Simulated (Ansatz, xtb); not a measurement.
A geometry optimisation of C3H8BNO with r2SCAN-D4/def2-SVP

The starting geometry of this gas-phase singlet was built from a drawn formula by distance geometry and a force field; its bonds are those of `BC1(N)COC1`.

```xyz
14

C    -0.1716   -1.2011   -1.5438
C     0.7635   -0.0077   -1.2249
C     0.9408   -1.9544   -0.8750
B    -1.5446   -1.1638   -0.7564
N    -0.2195   -1.4708   -2.9608
O     1.7606   -0.8338   -0.6594
H    -2.4060   -0.3932   -1.0325
H    -1.8111   -1.9077    0.1290
H    -0.7616   -2.3728   -3.0953
H    -0.9211   -0.7084   -3.3999
H     0.3396    0.7419   -0.5186
H     1.1082    0.4951   -2.1905
H     1.4744   -2.6510   -1.5619
H     0.6653   -2.4760    0.0632
```

Problem. Predict what it relaxes into with r2SCAN-D4/def2-SVP.

Solution. A new bond forms, giving a structure given below by its coordinates. Contacts that close: B4–N5 (2.59 → 1.63 Å).

The energy falls by 1.16 eV over 20 steps:

```csv
step,E − E(last) (eV)
1,1.155
3,0.730
5,0.660
7,0.536
9,0.434
12,0.101
14,0.018
16,0.001
18,0.000
20,0.000
```

Final geometry (Å):

```xyz
14

C    -0.1306   -1.1051   -1.2197
C     0.8540    0.0573   -1.2474
C     1.0745   -1.9454   -0.8159
B    -1.6867   -1.2501   -1.0992
N    -0.8550   -1.4570   -2.4837
O     1.9590   -0.8183   -0.9565
H    -2.3636   -0.2462   -1.1184
H    -2.1390   -2.2914   -0.6780
H    -0.6842   -2.3893   -2.8580
H    -0.8647   -0.7446   -3.2124
H     0.7007    0.8106   -0.4523
H     0.9680    0.5836   -2.2168
H     1.3387   -2.7843   -1.4913
H     1.0458   -2.3235    0.2230
```

From the same start GFN2-xTB reaches the same bonding as this run.

No frequencies were run, so the end isn't proven a minimum. Run with Ansatz 0.2.0, 40 s on 2 threads of Intel(R) Xeon(R) 6975P-C (Granite Rapids) (shared host).
